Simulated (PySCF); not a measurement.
## Dipole moment and polarisability of (H3Sn)2O

(H3Sn)2O.
Structure used (PBE0-D3(BJ)/def2-SVP), in Å, numbered top down from 1:
```xyz
9
H6OSn2 angstrom
Sn    -0.2365    1.7292    0.4190
H     -1.7724    2.4326    0.1357
H     -0.0990    1.1466    2.0321
H      1.0398    2.8060    0.0353
O     -0.0837    0.1975   -0.8209
Sn     0.2553   -1.7245   -0.5090
H     -1.1134   -2.3949    0.2831
H      1.6605   -1.8775    0.4687
H      0.4820   -2.3846   -2.0696
```

Level: CAM-B3LYP/def2-SVPD (PySCF), static field, nuclei fixed, core orbitals frozen in the response. The polarisability tensor in these axes (au):

```
x   79.92 -2.24 -0.77
y   -2.24 95.82  4.56
z   -0.77  4.56 79.81
```

Task: Diagonalise the tensor; give its mean and Δα, where Δα² is half the sum of the squared differences of the eigenvalues.

Result: Principal values 78.57, 79.63 and 97.34 au; mean 85.18 au = 12.62 Å³ = 14.04 × 10⁻⁴⁰ C²·m²/J; Δα = 18.26 au (21 % of the mean).

Task: What is the dipole moment, and where does it point?

Result: (0.13, -0.28, 1.10) D, 1.14 D in size, pointing from the negative to the positive side. Measured along this direction, the outermost atoms are H9 at the negative end and H3 at the positive end.

Task: Orientational against electronic polarisability at 298 K (dilute gas, rigid molecules)?

Result: In Gaussian units μ²/3kT = 10.58 Å³ against 12.62 Å³, a ratio of 0.84; the Debye molar polarisation (4π/3)N_A(α + μ²/3kT) is 58.5 cm³/mol, leaving out the vibrational part.

Task: Refractivity n − 1 of an ideal gas of it at 298.15 K and 1 atm, from the electronic α?

Result: N = p/kT = 2.4615 × 10¹⁹ cm⁻³, so n − 1 = 2π × N × 12.62 × 10⁻²⁴ cm³ = 1952 × 10⁻⁶ at long wavelengths, for an ideal gas.

Task: Find the Langevin capture rate constant for NH4+ (18.034 u) meeting this molecule (261.846 u), k = 2.342 × 10⁻⁹ cm³/s × √(α in Å³ / reduced mass in u).

Result: The reduced mass is 16.87 u, so k = 2.03 × 10⁻⁹ cm³/s. The formula leaves out the permanent dipole, which adds to the capture rate.

Task: Rayleigh depolarisation ratio (linearly polarised light, static tensor)?

Result: ρ = 3Δα²/(45ᾱ² + 4Δα²) = 1000.6/(326524 + 1334.2) = 0.00305.

Geometry: PBE0-D3(BJ)/def2-SVP; no solvent, vibrations or thermal averaging. Atoms past krypton carry effective core potentials; spin–orbit coupling is left out.

The run behind these numbers computed excited states and ΔSCF ions as well. The run took 47 s (grids of density and orbitals included) on an Arm Neoverse V2 with one thread (shared host), and the process peaked at 0.65 GiB of memory.
